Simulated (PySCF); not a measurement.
**How methods differ on the excitation energy of Al²⁺**

Al²⁺ [Ne] 3s1 (2S) → Al²⁺ [Ne] 3d1 (2D), as a difference of total energies. Computed with PySCF 2.14 in dyall-acv3z, with the spin-free X2C one-electron Hamiltonian (Gaussian nucleus). Correlated levels: valence and next inner shell: 1s2 frozen; virtual orbitals above 40 to 60 times the deepest correlated orbital energy dropped. The calculations carry no spin-orbit coupling.

| method | excitation energy (cm⁻¹) |
| --- | --- |
| UHF | 114260 |
| LDA | 113390 |
| PBE | 110840 |
| PBE0 | 111870 |
| r2SCAN | 111320 |
| PW91 | 111220 |
| wB97X-V | 112930 |
| B3LYP | 112380 |
| MP2 (valence and next inner shell) | 116010 |
| SCS-MP2 (valence and next inner shell) | 115670 |

The promoted electron is Rydberg-like, and one or two diffuse shells describe it only roughly, which tends to raise the upper state.
